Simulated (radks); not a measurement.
Q: All-electron atom: Ba IV in [Kr] 4d10 5s2 5p5. Method: scalar-relativistic Kohn-Sham, r2SCAN, spin-polarised, spherical densities, finite nucleus; open shells are filled with parallel spins first (spin-orbit coupling, left out, can overturn this in heavy ions); meta-GGA in the generalised Kohn-Sham scheme; Fermi nuclear charge, rms radius 4.8378 fm; computed with a radial shooting solver on a logarithmic mesh with Libxc functionals. Some entries of the table are withheld. Estimate them.

orbital  occ.  eigenvalue (Ry)  <1/r> (bohr^-1)  r(max) (bohr)
1s up       1        -2744.918            60.69        0.01642
1s down     1        -2744.911            60.69        0.01642
2s up       1        -436.8253            13.97        0.09283
2s down     1        -436.8242            13.97        0.09283
2p up       3        -391.6741            13.27        0.07464
2p down     3        -391.6696            13.27        0.07464
3s up       1        -94.23084            5.060         0.2659
3s down     1        -94.22753            5.059         0.2659
3p up       3        -79.66812            4.793         0.2603
3p down     3        -79.66350            4.793         0.2603
3d up       5        -58.54144            4.535         0.2154
3d down     5        -58.53648            4.535         0.2154
4s up       1        -20.20647            2.079         0.6250
4s down     1        -20.19607            2.078         0.6252
4p up       3        -15.47956            1.916         0.6533
4p down     3        -15.46999            1.916         0.6535
4d up       5              (1)            1.654         0.6946
4d down     5              (2)            1.656         0.6948
5s up       1         -4.35000           0.8145          1.465
5s down     1         -4.26748           0.8154          1.464
5p up       3         -3.16706              (3)          1.642
5p down     2         -3.08597              (4)          1.641

A: 
(1) 4d up eigenvalue (Ry): -8.59256
(2) 4d down eigenvalue (Ry): -8.57957
(3) 5p up <1/r> (bohr^-1): 0.7094
(4) 5p down <1/r> (bohr^-1): 0.7078
